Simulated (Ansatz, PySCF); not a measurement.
borohydride (BH4), SMILES [BH4-], charge -1. Atoms are numbered in the order given.

```xyz
5

B      0.0000     0.0000     0.0000
H      0.7170    -0.7170    -0.7170
H     -0.7170    -0.7170     0.7170
H     -0.7170     0.7170    -0.7170
H      0.7170     0.7170     0.7170
```
Charge -1, spin multiplicity 1.

Coordinates come from a ωB97X-D3(BJ)/def2-TZVPD optimisation.

Two levels are set side by side: PBE-D3(BJ)/def2-TZVPD (Ansatz, a program for electronic structure) and ωB97X-D3(BJ)/def2-TZVPD (PySCF). Each level has its own optimised geometry; the coordinates shown are those of the second. Frequencies come from the Hessian of PySCF at each geometry. Differences are taken from unrounded values.

| quantity | ωB97X-D3(BJ) |
|---|---|
| mean bond length (Å) | 1.242 |
| bond B1–H2 (Å) | 1.242 |
| bond B1–H3 (Å) | 1.242 |
| bond B1–H4 (Å) | 1.242 |
| bond B1–H5 (Å) | 1.242 |
| highest harmonic wavenumber (cm⁻¹) | 2272 |
| mean harmonic wavenumber (cm⁻¹) | 1635 |
| zero-point energy (kcal/mol) | 21.04 |

What does PBE-D3(BJ) give, and how far is it from ωB97X-D3(BJ)? (Estimate from the structure and the level; the computed values follow.)


```json
[
 {"quantity": "mean bond length (Å)", "PBE-D3(BJ)": "1.245", "PBE-D3(BJ) minus ωB97X-D3(BJ)": "0.003"},
 {"quantity": "bond B1–H2 (Å)", "PBE-D3(BJ)": "1.245", "PBE-D3(BJ) minus ωB97X-D3(BJ)": "0.003"},
 {"quantity": "bond B1–H3 (Å)", "PBE-D3(BJ)": "1.245", "PBE-D3(BJ) minus ωB97X-D3(BJ)": "0.003"},
 {"quantity": "bond B1–H4 (Å)", "PBE-D3(BJ)": "1.245", "PBE-D3(BJ) minus ωB97X-D3(BJ)": "0.003"},
 {"quantity": "bond B1–H5 (Å)", "PBE-D3(BJ)": "1.245", "PBE-D3(BJ) minus ωB97X-D3(BJ)": "0.003"},
 {"quantity": "highest harmonic wavenumber (cm⁻¹)", "PBE-D3(BJ)": "2227", "PBE-D3(BJ) minus ωB97X-D3(BJ)": "-44"},
 {"quantity": "mean harmonic wavenumber (cm⁻¹)", "PBE-D3(BJ)": "1586", "PBE-D3(BJ) minus ωB97X-D3(BJ)": "-50"},
 {"quantity": "zero-point energy (kcal/mol)", "PBE-D3(BJ)": "20.40", "PBE-D3(BJ) minus ωB97X-D3(BJ)": "-0.64"}
]
```
